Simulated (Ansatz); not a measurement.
## Molecular dynamics, step by step

CH2OSSi (SMILES O=C1[SiH2]S1), closed shell, BLYP-D4/def2-SVP (Ansatz 0.2.0). Settings (timestep in fs, temperature in K; T counts 12 degrees of freedom):

```yaml
hamiltonian: {xc: {name: BLYP}, dispersion: d4}
md: {n_steps: 80, timestep: 0.5, temperature: 1000, ensemble: nvt_nose_hoover, seed: 303, initial_velocities: maxwell_boltzmann}
```

Start (the SMILES describes the start alone):

O1  (-0.644, -2.072, 0.518)
C2  (-0.454, -0.963, 0.146)
Si3  (0.503, 0.627, 0.032)
S4  (-1.398, 0.139, -0.918)
H5  (1.611, 0.694, -0.896)
H6  (0.382, 1.575, 1.118)
(Å)

```json
{"step": "0", "time (fs)": "0.00", "potential energy less the start (meV)": "0.0", "kinetic energy (meV)": "517.0", "T (K)": "1000"}
{"step": "5", "time (fs)": "2.50", "potential energy less the start (meV)": "16.5", "kinetic energy (meV)": "501.3", "T (K)": "970"}
{"step": "10", "time (fs)": "5.00", "potential energy less the start (meV)": "181.6", "kinetic energy (meV)": "337.2", "T (K)": "652"}
{"step": "15", "time (fs)": "7.50", "potential energy less the start (meV)": "167.1", "kinetic energy (meV)": "351.6", "T (K)": "680"}
{"step": "20", "time (fs)": "10.00", "potential energy less the start (meV)": "71.2", "kinetic energy (meV)": "446.2", "T (K)": "863"}
{"step": "25", "time (fs)": "12.50", "potential energy less the start (meV)": "301.7", "kinetic energy (meV)": "218.0", "T (K)": "422"}
{"step": "30", "time (fs)": "15.00", "potential energy less the start (meV)": "314.7", "kinetic energy (meV)": "204.6", "T (K)": "396"}
{"step": "35", "time (fs)": "17.50", "potential energy less the start (meV)": "234.2", "kinetic energy (meV)": "285.1", "T (K)": "551"}
{"step": "40", "time (fs)": "20.00", "potential energy less the start (meV)": "366.5", "kinetic energy (meV)": "154.7", "T (K)": "299"}
{"step": "45", "time (fs)": "22.50", "potential energy less the start (meV)": "370.8", "kinetic energy (meV)": "151.1", "T (K)": "292"}
{"step": "50", "time (fs)": "25.00", "potential energy less the start (meV)": "169.3", "kinetic energy (meV)": "352.7", "T (K)": "682"}
{"step": "55", "time (fs)": "27.50", "potential energy less the start (meV)": "135.4", "kinetic energy (meV)": "388.2", "T (K)": "751"}
{"step": "60", "time (fs)": "30.00", "potential energy less the start (meV)": "238.8", "kinetic energy (meV)": "288.6", "T (K)": "558"}
{"step": "65", "time (fs)": "32.50", "potential energy less the start (meV)": "46.1", "kinetic energy (meV)": "481.4", "T (K)": "931"}
{"step": "70", "time (fs)": "35.00", "potential energy less the start (meV)": "141.7", "kinetic energy (meV)": "390.1", "T (K)": "754"}
{"step": "75", "time (fs)": "37.50", "potential energy less the start (meV)": "261.1", "kinetic energy (meV)": "273.5", "T (K)": "529"}
{"step": "80", "time (fs)": "40.00", "potential energy less the start (meV)": "152.7", "kinetic energy (meV)": "383.7", "T (K)": "742"}
```

Step 15, positions (Å) and forces (eV/Å):

```json
{"atom": "O1", "x": "-0.619", "y": "-2.083", "z": "0.513", "Fx": "0.123", "Fy": "0.650", "Fz": "0.287"}
{"atom": "C2", "x": "-0.463", "y": "-0.922", "z": "0.210", "Fx": "-0.199", "Fy": "-1.979", "Fz": "-0.446"}
{"atom": "Si3", "x": "0.541", "y": "0.608", "z": "0.039", "Fx": "-0.014", "Fy": "1.807", "Fz": "0.772"}
{"atom": "S4", "x": "-1.448", "y": "0.139", "z": "-0.954", "Fx": "0.686", "Fy": "0.654", "Fz": "0.311"}
{"atom": "H5", "x": "1.804", "y": "0.885", "z": "-0.839", "Fx": "-0.778", "Fy": "-0.312", "Fz": "0.503"}
{"atom": "H6", "x": "0.448", "y": "1.579", "z": "1.346", "Fx": "0.182", "Fy": "-0.821", "Fz": "-1.426"}
```

Step 30, positions (Å) and forces (eV/Å):

```
atom       x       y       z      Fx      Fy      Fz
  O1  -0.591  -2.088   0.522  -0.280  -1.097   0.745
  C2  -0.475  -0.943   0.250   0.467   0.641  -1.432
 Si3   0.571   0.612   0.051  -2.188  -1.062  -0.978
  S4  -1.488   0.150  -0.986   1.466   0.466   0.978
  H5   1.780   0.950  -0.657   0.831  -0.217  -0.932
  H6   0.583   1.411   1.202  -0.296   1.270   1.619
```

Step 40, positions (Å) and forces (eV/Å):

```
atom       x       y       z      Fx      Fy      Fz
  O1  -0.577  -2.104   0.540  -0.282  -0.170   0.396
  C2  -0.475  -0.955   0.245   0.435   0.113  -1.140
 Si3   0.574   0.609   0.052  -1.042   1.152   1.124
  S4  -1.501   0.162  -0.998   1.654   0.249   1.136
  H5   1.875   0.907  -0.711  -0.571  -0.416   0.032
  H6   0.602   1.563   1.410  -0.194  -0.930  -1.549
```

Last step (80):

O1  (-0.560, -2.112, 0.609)
C2  (-0.409, -1.031, 0.119)
Si3  (0.476, 0.598, 0.049)
S4  (-1.439, 0.213, -0.969)
H5  (1.695, 0.398, -0.907)
H6  (0.507, 1.767, 1.159)
(Å)

Hardware: 2 CPU threads of an Intel Xeon, shared host. Wall time about 2.3 min.
